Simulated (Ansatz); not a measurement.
`C[OH+][Al-]([CH3])([CH3])[Cl]` from Hartree–Fock to CCSD(T)

```xyz
16

C     1.190    1.478   -1.065
O     0.695    0.143   -1.206
Al   -0.231   -0.873    0.227
C     0.352    0.018    1.871
C    -2.104   -0.912   -0.320
Cl    0.922   -2.643   -0.285
H     0.354    2.091   -0.735
H     1.988    1.520   -0.322
H     1.544    1.838   -2.031
H     1.379   -0.462   -1.526
H    -0.034    1.039    1.961
H     1.442    0.062    1.967
H    -0.015   -0.530    2.745
H    -2.556    0.086   -0.307
H    -2.227   -1.318   -1.328
H    -2.698   -1.537    0.354
```

Charge 0, multiplicity 1. All single points use the PBE0-D4/def2-TZVP geometry. It is one conformer, not always the lowest. Frozen core, restricted reference, the Gaussian-basis code of Ansatz.

| basis | HF (Eh) | MP2 corr. | CCSD corr. | (T) | CCSD(T) total |
| --- | --- | --- | --- | --- | --- |
| def2-SVP | ? | ? | ? | -0.02160 | ? |
| def2-TZVPP | ? | -1.05954 | – | – | – |
| def2-QZVPP | -895.94759 | -1.13982 | – | – | – |

(1) Fill in the withheld values. (An estimate is asked.)

Results:

(1) Computed: def2-SVP HF (Eh): -895.45397; def2-SVP MP2 corr.: -0.82937; def2-SVP CCSD corr.: -0.90335; def2-SVP CCSD(T) total: -896.37892; def2-TZVPP HF (Eh): -895.91816.
